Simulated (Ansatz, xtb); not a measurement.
# Two structures of BGeH5Te

We compare X, `B[Te][GeH3]`, a singlet, with Y, a singlet given by its coordinates. Both are isolated molecules in the gas phase, relaxed with PBE-D3(BJ)/def2-SVP; the shapes shown needn't be the lowest conformers.

X (Å):

```xyz
8

B    -2.0008   -0.3183    2.9946
Ge    0.0112    2.1888    1.5040
Te   -2.4380    1.5621    2.1161
H    -0.8601   -0.7236    3.0547
H    -2.9532   -0.9385    3.4193
H     0.1160    2.3966   -0.0290
H     0.9217    1.0249    1.9640
H     0.3958    3.5064    2.2253
```

Y (Å):

```xyz
8

B    -0.5709   -0.3931    0.9950
Ge   -0.4299    2.0116    0.1126
Te    1.5963    0.3155    0.7525
H    -0.7954   -0.3954    2.1902
H    -0.7452   -1.3797    0.3078
H    -1.3763    0.5120    0.4781
H     1.8225   -0.3155   -0.7926
H    -0.3562    1.4591   -1.3978
```

Close contacts (Å): B1–Ge2 2.57, B1–Te3 2.29, Ge2–Te3 2.72, B1–H4 1.22, B1–H5 1.21, B1–H6 1.32, Ge2–H6 1.81, Ge2–H8 1.61, Te3–H7 1.68.

Quicker runs give these differences E(Y) − E(X): GFN2-xTB −6.1 kcal/mol; HF/STO-3G +61.9 kcal/mol (at GFN2-xTB geometries); r2SCAN-D4/def2-SVP +11.3 kcal/mol (at GFN2-xTB geometries).

Task: Estimate E(Y) − E(X) at the level CCSD(T)/def2-TZVP.

Result: Calculated at CCSD(T)/def2-TZVP: E(Y) − E(X) = +15.2 kcal/mol, so structure X lies lower.

Level by level:

| level | geometry | E(Y) − E(X) (kcal/mol) | departure from the last row (kcal/mol) | job, with rough time for the two |
| --- | --- | --- | --- | --- |
| GFN2-xTB | GFN2-xTB | −6.1 | −21.3 | optimisation, 0.28 s |
| HF/STO-3G | GFN2-xTB | +61.9 | +46.7 | single point, 1.3 s |
| r2SCAN-D4/def2-SVP | GFN2-xTB | +11.3 | −3.9 | single point, 3 s |
| PBE-D3(BJ)/def2-SVP | PBE-D3(BJ)/def2-SVP | +6.0 | −9.2 | optimisation, 66 s |
| HF/def2-TZVP | PBE-D3(BJ)/def2-SVP | +27.7 | +12.5 | part of the CCSD(T) run |
| MP2/def2-TZVP | PBE-D3(BJ)/def2-SVP | +16.0 | +0.8 | part of the CCSD(T) run |
| CCSD(T)/def2-TZVP | PBE-D3(BJ)/def2-SVP | +15.2 |  | single point, 1.9 min |

GFN2-xTB puts the two in the other order. The largest departure from CCSD(T)/def2-TZVP is that of HF/STO-3G, 46.7 kcal/mol.

With harmonic frequencies from PBE-D3(BJ)/def2-SVP (ideal gas, rigid rotor, one conformer each, 298.15 K, 1 atm): on the last row, ΔE + ΔZPE = +15.5 kcal/mol. A mode under 50 cm⁻¹ makes harmonic enthalpies and free energies unreliable, so none is given.

The correlated steps freeze 14 core orbitals; the filled d shell of Ge and Te is correlated, in a basis made for valence electrons. Atoms past krypton carry core potentials in the def2 sets, other sets are all-electron and non-relativistic, and no spin–orbit term is included. Run with Ansatz 0.2.0, xtb 6.7.1; the last row on 2 threads of Intel(R) Xeon(R) Processor @ 2.70GHz on a shared host.
